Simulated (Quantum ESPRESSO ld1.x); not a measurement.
Values are calculated unless marked as measured or tabulated.
The mean radii <r> (bohr) of the occupied orbitals of an atom or ion are listed with their occupations. Code: ld1.x of Quantum ESPRESSO 7.5. Model: scalar-relativistic Kohn-Sham, PBE, spin-unpolarised, spherical densities, point nucleus.

| orbital | occ. | <r> |
|---|---|---|
| 1s | 2 | 0.01932 |
| 2s | 2 | 0.08183 |
| 2p | 6 | 0.07292 |
| 3s | 2 | 0.2126 |
| 3p | 6 | 0.2123 |
| 3d | 10 | 0.1925 |
| 4s | 2 | 0.4780 |
| 4p | 6 | 0.5079 |
| 4d | 10 | 0.5477 |
| 5s | 2 | 1.167 |
| 5p | 6 | 1.378 |
| 4f | 14 | 0.7191 |
| 6s | 1 | 3.058 |

Name the element and its charge.

Answer. Z = 71, lutetium, charge +2: Lu2+ in [Xe] 4f14 6s1. The 1s radius gives Z: for a bare nucleus <r> = (2 gamma + 1)/(2Z) with gamma = sqrt(1 - (Z/c)^2), 0.01909 bohr for Z = 71, and screening makes it slightly larger (0.01932 here). The occupations add up to 69, and the charge is Z minus that.
